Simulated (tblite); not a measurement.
C2H6N (SMILES C[CH]N), doublet, geometry from GFN2-xTB; GFN1-xTB (tblite).

tblite was given this input:
```
$ tblite run mol.xyz --method gfn1 --charge 0 --spin 1 --spin-polarized --json tblite.json --no-restart

# file mol.xyz
9

C      1.23129600    -0.25669769    -0.09655273
C     -0.05799116     0.17393746     0.49940779
N     -1.20100732     0.14966202    -0.31016964
H      1.64723200     0.48863493    -0.78864494
H      1.96813276    -0.42204686     0.68733552
H      1.10338449    -1.18365188    -0.65721155
H     -0.05524989     0.94758192     1.24931036
H     -2.06668125     0.26362547     0.19896649
H     -1.22959588    -0.64521633    -0.93569883
```

What the program printed (banner, timings and long lists left out):

```
xTB calculator
 | screened Coulomb repulsion
 | Coulomb electrostatics
 |  * isotropic Klopman-Ohno-Mataga-Nishimoto electrostatics
 |  * onsite third-order electrostatics
 | DFT-D3(BJ) dispersion correction
 | Interactions (1)
 | [1] spin polarization

halogen bonding energy    0.0000000000000E+00 Eh
repulsion energy          1.3587346393843E-01 Eh
dispersion energy        -1.9203411970037E-03 Eh
interaction energy        0.0000000000000E+00 Eh
number of electrons       1.9000000000000E+01 e
integral cutoff           1.9731147476801E+01 bohr

------------------------------------------------------------
  cycle        total energy    energy error   density error
------------------------------------------------------------
      1     -10.58933457297  -1.0723288E+01   4.2214068E-01
      2     -10.60521782137  -1.5883248E-02   2.4265148E-01
      3     -10.60659660940  -1.3787880E-03   3.1333377E-02
      4     -10.60690421825  -3.0760886E-04   8.7090742E-03
      5     -10.60693628562  -3.2067369E-05   3.7439153E-03
      6     -10.60694161376  -5.3281365E-06   9.6628987E-04
      7     -10.60694220056  -5.8680183E-07   2.4790920E-04
      8     -10.60694224584  -4.5277437E-08   1.1608641E-04
      9     -10.60694225270  -6.8584622E-09   5.1228231E-05
     10     -10.60694225382  -1.1259385E-09   5.6898914E-06
------------------------------------------------------------

electronic energy        -1.0740895376563E+01 Eh
total energy             -1.0606942253821E+01 Eh

Post processing:
 | Mayer-Wiberg bond orders

[Info] JSON dump of results written to 'tblite.json'
```
